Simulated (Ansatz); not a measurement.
Mg4Se5⁺. Charge 1, multiplicity 2. Geometry PBE-D4/def2-SVP, that of the neutral singlet.

```tsv
atom	x (Å)	y (Å)	z (Å)
Mg1	-0.327	-1.070	-1.339
Mg2	1.307	-0.531	0.938
Mg3	1.017	2.134	-0.798
Mg4	-1.729	2.577	-0.441
Se5	-2.058	-2.331	-0.004
Se6	0.255	-2.968	0.506
Se7	1.960	-0.036	-1.655
Se8	-1.206	0.318	1.012
Se9	0.781	1.907	1.780
```

At PBE-D4/def2-SVP the gap within one spin of the charge 1 doublet nearly closes, so an electron or hole may be smeared out by delocalisation error. The structure comes from a short search, and lower isomers may exist.

**Question.** Estimate the α-spin orbital energies around the gap (eV) in Ansatz with PBE-D4/def2-SVP, B97M-V/def2-SVP, PBE0-D4/def2-SVP.

**Answer.** 
| orbital | PBE-D4/def2-SVP | B97M-V/def2-SVP | PBE0-D4/def2-SVP |
| --- | --- | --- | --- |
| HOMO−5 | -10.05 | -10.32 | -11.11 |
| HOMO−4 | -9.88 | -10.15 | -10.92 |
| HOMO−3 | -9.48 | -9.74 | -10.60 |
| HOMO−2 | -9.14 | -9.30 | -10.21 |
| HOMO−1 | -9.08 | -9.22 | -9.71 |
| HOMO | -8.79 | -9.04 | -9.32 |
| LUMO | -7.10 | -7.11 | -6.91 |
| LUMO+1 | -6.76 | -6.63 | -6.15 |
| LUMO+2 | -6.47 | -6.26 | -5.81 |
| LUMO+3 | -6.16 | -6.07 | -5.33 |
| LUMO+4 | -5.74 | -5.61 | -5.06 |
| LUMO+5 | -5.37 | -5.29 | -4.80 |
| β HOMO | -8.66 | -8.80 | -9.29 |
| β LUMO | -8.61 | -8.71 | -8.26 |
